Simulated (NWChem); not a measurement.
Molecule: C$_{2}$H$_{7}$NSi, singlet; SMILES CN(C)[SiH]

```xyz
11

Si     0.0701    -1.4911     0.0000
H     -1.4545    -1.6714     0.0000
N      0.0054     0.2415     0.0000
C      1.2448     1.0212     0.0000
C     -1.1770     1.1011     0.0000
H      1.3002     1.6669    -0.8881
H      1.3002     1.6669     0.8881
H      2.1101     0.3533     0.0000
H     -1.1842     1.7516     0.8869
H     -1.1842     1.7516    -0.8869
H     -2.0824     0.4934     0.0000
```
Atoms are numbered in this order, from 1.

Program: NWChem. Pople sets run with spherical d functions. Low-valent species are run as closed-shell singlets; no triplet was tried in these runs. All runs use the structure optimised with B3LYP/6-31G* (spherical d). Level: B3LYP/6-31G* with SMD (1 M gas to 1 M solution), gas-phase geometry. Reactions with the solvent are ignored.

Question: What does the run give for solvent water? Quantities: solvation free energy (kcal/mol); cavity-dispersion-structure term (kcal/mol); dipole in solution (D).

Answer: 
```json
{
  "solvation free energy (kcal/mol)": "-0.3",
  "cavity-dispersion-structure term (kcal/mol)": "2.7",
  "dipole in solution (D)": "3.40"
}
```
